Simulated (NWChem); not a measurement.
System: HTeBr; SMILES [TeH]Br

```xyz
3

Te     0.0246    -0.9986     0.0000
H     -1.6394    -1.1114     0.0000
Br     0.0103     1.5154     0.0000
```
Atoms are numbered in this order, from 1.

Results from NWChem. Coordinates come from a PBE0/def2-SVP optimisation. No frequency run checked for a minimum. def2 effective core potentials on Te; no spin-orbit coupling. Ions are spin-unrestricted doublets at the neutral geometry; other ion states weren't tried.

Q: Estimate the computed values for B3LYP/def2-SVP. Quantities: vertical ionisation energy, ΔSCF (eV); −ε(HOMO) (eV).

A: 
```json
{
 "vertical ionisation energy, ΔSCF (eV)": "8.73",
 "−ε(HOMO) (eV)": "6.21"
}
```
